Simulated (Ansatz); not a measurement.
System: C2H8O2S2Si, net charge 0, singlet state. 
Coordinates optimised at B3LYP-D3(BJ)/def2-TZVP (Ansatz, an electronic-structure program):
```
Si
O 1 1.6317
C 2 1.4252 1 124.93
H 3 1.0890 2 107.66 1 169.15
H 3 1.0923 4 109.02 2 -120.31
H 3 1.0926 4 109.16 5 -118.80
O 1 1.6317 2 113.79 3 -64.40
C 7 1.4252 1 124.93 2 -64.40
H 8 1.0890 7 107.66 1 169.15
H 8 1.0923 9 109.02 7 -120.31
H 8 1.0926 9 109.16 10 -118.80
S 1 2.1344 2 106.55 3 54.04
H 12 1.3434 1 93.98 2 -177.10
S 1 2.1344 2 107.62 3 177.78
H 14 1.3434 1 93.98 2 -54.68
```

Computed values are from Ansatz. Valence correlation only, unless marked. UHF or UKS for open shells. Spin-orbit coupling is left out. Non-relativistic. Basis-set limits of correlation are two-point, X^-3; Hartree-Fock from the larger set.

Q: What is the atomisation energy De at CCSD(T)/CBS(cc-pV(T+d)Z,cc-pV(Q+d)Z)?

A: 5621.4 kJ/mol.

Q: What is the dipole moment at CCSD(T)/aug-cc-pV(D+d)Z?

A: 1.54 D.

Q: What is the total energy at CCSD(T)/CBS(cc-pV(T+d)Z,cc-pV(Q+d)Z)?

A: -1316.0174 Eh.

Q: What is the T1 diagnostic at CCSD/cc-pV(Q+d)Z?

A: 0.012.
